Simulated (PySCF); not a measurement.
Run record: excited-state job, `ClC(Cl)[C@H]1OC[SiH2]1`.

Method: TDDFT CAM-B3LYP/def2-SVPD, vertical, gas phase, core orbitals frozen in the response (PySCF 2.14.0, density-fitted response routines). Geometry: GFN2-xTB. The input is one job of a driver script: a line of settings, then coordinates in Å.

Command:
```bash
OMP_NUM_THREADS=1 python probes_run.py task.json out
```

Input:
```
{"job": {"kind": "uv", "xc": "CAM-B3LYP", "basis": "def2-SVPD", "nstates": 8, "ntriplets": 3}, "charge": 0, "multiplicity": 1}
Cl     2.795055     0.216437     0.233353
C      1.412757    -0.881640     0.054402
Cl     1.937954    -2.352194    -0.800249
C      0.294780    -0.170805    -0.675597
O     -0.934546    -0.881465    -0.528744
C     -1.720353    -0.004368     0.295788
Si    -0.405045     1.395721     0.214428
H      1.104784    -1.191502     1.054512
H      0.551920    -0.088542    -1.736488
H     -1.894992    -0.462665     1.274304
H     -2.690416     0.167044    -0.175740
H      0.240174     1.759272     1.469256
H     -0.696459     2.495193    -0.696953
```

Output:
```
coarse grid: 12936 points
cycle   1  E = -1402.1504811403  dE =  9.570e-01  |g| = 6.879e-01  |ddm| = 4.845e+00
cycle   2  E = -1402.0701649424  dE =  8.032e-02  |g| = 9.729e-01  |ddm| = 2.367e+00
cycle   3  E = -1402.2612513860  dE = -1.911e-01  |g| = 5.521e-02  |ddm| = 1.312e+00
cycle   4  E = -1402.2618274495  dE = -5.761e-04  |g| = 3.237e-02  |ddm| = 1.516e-01
cycle   5  E = -1402.2620483653  dE = -2.209e-04  |g| = 1.061e-02  |ddm| = 5.317e-02
cycle   6  E = -1402.2620749916  dE = -2.663e-05  |g| = 2.320e-03  |ddm| = 2.129e-02
cycle   7  E = -1402.2620767399  dE = -1.748e-06  |g| = 6.824e-04  |ddm| = 6.163e-03
final grid: 112488 points
cycle   8  E = -1402.4345679621  dE = -2.183e-05  |g| = 3.919e-03  |ddm| = 5.180e-02
cycle   9  E = -1402.4345667246  dE =  1.238e-06  |g| = 4.672e-03  |ddm| = 1.179e-02
cycle  10  E = -1402.4345714575  dE = -4.733e-06  |g| = 4.262e-04  |ddm| = 5.937e-03
cycle  11  E = -1402.4345714935  dE = -3.599e-08  |g| = 1.698e-04  |ddm| = 9.660e-04
cycle  12  E = -1402.4345715003  dE = -6.768e-09  |g| = 4.303e-05  |ddm| = 2.928e-04
cycle  13  E = -1402.4345715008  dE = -4.752e-10  |g| = 1.320e-05  |ddm| = 8.344e-05
converged SCF energy = -1402.4345715008

Static polarisability (au): isotropic 91.667, principal 74.280 95.474 105.246

Singlet excitations
state   eV       nm        f      main configurations
  1   6.5343    189.7   0.00194   H->L 0.86
  2   6.8385    181.3   0.01197   H->L+1 0.69
  3   6.9612    178.1   0.01575   H-2->L 0.69, H-1->L 0.10
  4   6.9819    177.6   0.00264   H-1->L+1 0.52, H-1->L+3 0.09, H->L+3 0.08
  5   7.1569    173.2   0.01527   H-3->L+1 0.34, H->L+3 0.27, H-3->L+3 0.11
  6   7.2137    171.9   0.09344   H-1->L 0.66
  7   7.3351    169.0   0.00198   H-4->L+1 0.20, H->L+2 0.19, H-2->L+1 0.12
  8   7.4058    167.4   0.00263   H->L+2 0.25, H-1->L+1 0.18, H->L+3 0.16

Triplet excitations (Tamm-Dancoff, eV): 6.2620 6.3033 6.3474
```

The SCF starts on a coarse grid where the log names one; the energy can jump when the final grid takes over, and dE then counts from the start density on the new grid. H and L stand for HOMO and LUMO; the number after each pair is its weight.

Question: Give the mean polarisability as a volume in Å³, and the ratio of the largest to the smallest principal value.

Answer: 91.667 au × 0.148185 = 13.58 Å³; 105.246/74.280 = 1.42.

Question: How does the lowest singlet excitation compare with the HOMO–LUMO gap?

Answer: HOMO -9.26 eV and LUMO 0.40 eV give a gap of 9.66 eV; S1 at 6.53 eV lies 3.13 eV below it.

Main results: HOMO -9.26 eV, LUMO 0.40 eV; lowest singlet 6.53 eV; lowest triplet 6.26 eV (Tamm–Dancoff); mean polarisability 91.7 au.

Question: Estimate the wall time. Hardware: an Arm Neoverse N1 with one thread, shared host. And the peak memory of the process?

Answer: About 92 s (density and orbital grids were written too), with 0.94 GiB resident at the peak, the Python interpreter and its libraries included.

One conformer stands for the species.
Labels such as C1 count atoms from 1, the log's own numbers from 0.
